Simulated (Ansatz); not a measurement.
Relaxation of Si₃Au⁺ with RKS r2SCAN-D4/def2-SVP.

```sh
$ ansatz run in.yaml --threads 4 --pin off --events-out ev --progress --plain --max-ram 3916MiB
```

```yaml
crystal:
  periodic: [false, false, false]
  atoms:
    - {symbol: Au, position_ang: [1.198860, -2.031360, -1.385820]}
    - {symbol: Si, position_ang: [-0.535750, 1.703360, 2.432140]}
    - {symbol: Si, position_ang: [-0.364060, 0.555580, 0.535860]}
    - {symbol: Si, position_ang: [-0.299060, -0.227580, -1.582180]}
basis:
  gaussian: {orbitals: def2-SVP}
total_charge: 1
hamiltonian: {xc: r2scan, dispersion: d4}
scf: {omitted_lower_state_checks: [starts]}
output: {orbitals: {seedname: orbitals}}
relax: {f_tol: 0.02, max_steps: 100}
```

Run time 33 s (4 threads of Arm Neoverse V2 on a shared host).

Positions (Å) and forces (eV/Å) at steps 1, 2, 3, 4, 5, 6, 7, 8, 9, 10, 11, 12, 13, 14, 15, 16 of 16:

```xyz
4
step=1 energy=-27307.6073 eV
Au    1.199   -2.031   -1.386   -0.592    0.737    0.007
Si   -0.536    1.703    2.432   -0.082    0.426    0.605
Si   -0.364    0.556    0.536    0.181   -0.731   -1.083
Si   -0.299   -0.228   -1.582    0.493   -0.433    0.470
4
step=2 energy=-27307.7099 eV
Au    1.151   -1.948   -1.317   -0.016    0.055    0.112
Si   -0.528    1.692    2.413   -0.044    0.175    0.187
Si   -0.322    0.481    0.506    0.144   -0.327   -0.190
Si   -0.301   -0.226   -1.602   -0.084    0.097   -0.108
4
step=3 energy=-27307.8443 eV
Au    1.096   -1.833   -1.182    0.212   -0.111    0.459
Si   -0.525    1.680    2.349    0.047   -0.091   -0.115
Si   -0.219    0.319    0.504    0.191   -0.220    0.164
Si   -0.352   -0.166   -1.671   -0.449    0.422   -0.508
4
step=4 energy=-27308.0875 eV
Au    1.059   -1.730   -1.025    0.112    0.105    0.725
Si   -0.498    1.628    2.286    0.127   -0.302   -0.323
Si   -0.152    0.211    0.479    0.238   -0.254    0.098
Si   -0.408   -0.110   -1.739   -0.477    0.452   -0.501
4
step=5 energy=-27308.3316 eV
Au    1.034   -1.623   -0.858    0.201   -0.055    0.568
Si   -0.436    1.544    2.222    0.075   -0.134   -0.149
Si   -0.149    0.151    0.436    0.159   -0.236    0.024
Si   -0.449   -0.072   -1.799   -0.435    0.424   -0.443
4
step=6 energy=-27308.3819 eV
Au    1.041   -1.537   -0.683    0.539   -0.656   -0.384
Si   -0.362    1.474    2.161    0.037   -0.040   -0.098
Si   -0.173    0.070    0.394   -0.571    0.620    0.312
Si   -0.506   -0.007   -1.872   -0.005    0.075    0.170
4
step=7 energy=-27308.4562 eV
Au    1.094   -1.513   -0.706    0.164   -0.092   -0.089
Si   -0.294    1.513    2.096    0.067   -0.023   -0.106
Si   -0.334   -0.038    0.443   -0.260    0.073    0.095
Si   -0.466    0.038   -1.834    0.029    0.041    0.100
4
step=8 energy=-27308.5182 eV
Au    1.137   -1.478   -0.715   -0.103    0.196    0.100
Si   -0.229    1.540    1.993    0.079   -0.129   -0.223
Si   -0.479   -0.165    0.496   -0.032   -0.081   -0.051
Si   -0.429    0.103   -1.774    0.056    0.015    0.174
4
step=9 energy=-27308.5928 eV
Au    1.170   -1.406   -0.669   -0.196    0.255    0.130
Si   -0.141    1.524    1.858    0.037   -0.278   -0.326
Si   -0.625   -0.294    0.528    0.101    0.070   -0.157
Si   -0.405    0.176   -1.718    0.058   -0.046    0.353
4
step=10 energy=-27308.6819 eV
Au    1.190   -1.314   -0.589   -0.075    0.139    0.113
Si   -0.050    1.464    1.691    0.026   -0.222   -0.217
Si   -0.748   -0.397    0.535    0.049    0.079   -0.031
Si   -0.392    0.248   -1.637    0.000    0.003    0.136
4
step=11 energy=-27308.7512 eV
Au    1.215   -1.182   -0.466    0.059    0.086    0.085
Si    0.066    1.357    1.573    0.055   -0.162   -0.123
Si   -0.871   -0.445    0.510   -0.076    0.077   -0.006
Si   -0.410    0.270   -1.617   -0.039   -0.001    0.043
4
step=12 energy=-27308.8359 eV
Au    1.243   -1.038   -0.337    0.047    0.163    0.142
Si    0.189    1.237    1.493    0.006   -0.342   -0.217
Si   -0.991   -0.458    0.474   -0.007    0.196    0.068
Si   -0.442    0.259   -1.630   -0.046   -0.017    0.007
4
step=13 energy=-27308.9457 eV
Au    1.258   -0.890   -0.215    0.190    0.088    0.161
Si    0.300    1.104    1.424   -0.027   -0.304   -0.184
Si   -1.087   -0.447    0.444   -0.045    0.201    0.068
Si   -0.471    0.234   -1.653   -0.118    0.015   -0.045
4
step=14 energy=-27308.9366 eV rejected
Au    1.320   -0.762   -0.082    0.084   -0.388   -0.371
Si    0.400    0.958    1.354   -0.346    0.320    0.351
Si   -1.193   -0.410    0.412    0.262    0.125    0.014
Si   -0.527    0.214   -1.684    0.001   -0.058    0.006
4
step=15 energy=-27308.9835 eV
Au    1.282   -0.812   -0.163    0.087    0.015    0.045
Si    0.351    1.024    1.435   -0.047   -0.112   -0.083
Si   -1.130   -0.399    0.423    0.011    0.101    0.002
Si   -0.502    0.187   -1.696   -0.050   -0.004    0.037
4
step=16 energy=-27308.9867 eV
Au    1.297   -0.794   -0.150   -0.020    0.006   -0.002
Si    0.360    0.999    1.433    0.008    0.007    0.012
Si   -1.144   -0.380    0.418    0.007   -0.007   -0.006
Si   -0.512    0.175   -1.701    0.005   -0.006   -0.004
```

In the def2 sets Au takes a core potential; there is no spin–orbit coupling. The restricted singlet is unstable towards broken spin symmetry in Hartree–Fock (as tested in another run); at r2SCAN-D4/def2-SVP this wasn't settled. No other spin state of charge 1 was run. Another isomer (singlet) lies 0.04 eV lower at PBE0-D4/def2-TZVP; other spin states weren't run for this one.
